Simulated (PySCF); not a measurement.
1,3-disilinane (C4H12Si2), SMILES C1C[SiH2]C[SiH2]C1.

Geometry: ωB97X-D3(BJ)/def2-SVP. Other conformers were not sampled.

The numbers are results of B3LYP/def2-TZVP run with PySCF, not measurements.

Symmetry labels are those of the subgroup Cs that the program uses (full group Cs).

Problem. List the valence orbital energies around the gap with their symmetry. (An estimate is asked for; the answer gives what the named calculation found.)

Solution. 
```tsv
orbital	symmetry	energy (eV)
HOMO−7	A'	-9.98
HOMO−6	A"	-9.68
HOMO−5	A'	-9.45
HOMO−4	A"	-9.09
HOMO−3	A'	-8.74
HOMO−2	A"	-8.65
HOMO−1	A"	-8.05
HOMO	A'	-7.63
LUMO	A'	0.45
LUMO+1	A'	0.48
LUMO+2	A"	0.96
LUMO+3	A'	1.26
```
